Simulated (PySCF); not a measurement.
Coordinates in bohr (charge -1 multiplicity 2):
```
Sn    0.0000    0.0000   -0.3379
O     3.2867    0.0000    1.2972
O    -3.2867    0.0000    1.2972
```

Level of theory: PySCF, UB3LYP, basis Sn def2-SVPD with ECP28, O def2-SVPD (scalar-relativistic core potentials, no spin–orbit coupling, density fitting).

This geometry of SnO₂⁻ is a stationary point at this level.

(1) What is the point group?

(2) Is it a minimum?

(3) Which band is strongest in the infrared?

(4) What are the dipole moment and the gap between the highest occupied and lowest empty levels of either spin?

(5) Give the atomic charges and bond orders.

Results:

(1) C2v.

(2) Yes: all harmonic wavenumbers are real.

(3) 590 cm⁻¹ (b2), 43 km/mol.

(4) 3.59 D about the centre of mass and 2.57 eV.

(5) 
```csv
atom,Mulliken,Löwdin,polar tensor,spin (Mulliken),Mayer order to Sn1
Sn1,1.02,0.98,0.23,0.29,–
"O2,3",-1.01,-0.99,-0.62,0.36,1.07
```

Only a few start shapes were tried, so a lower isomer may exist. The lowest empty level of this anion is unbound, so it and the gap depend on the basis. Spin–orbit coupling, left out here, can matter for elements this heavy.
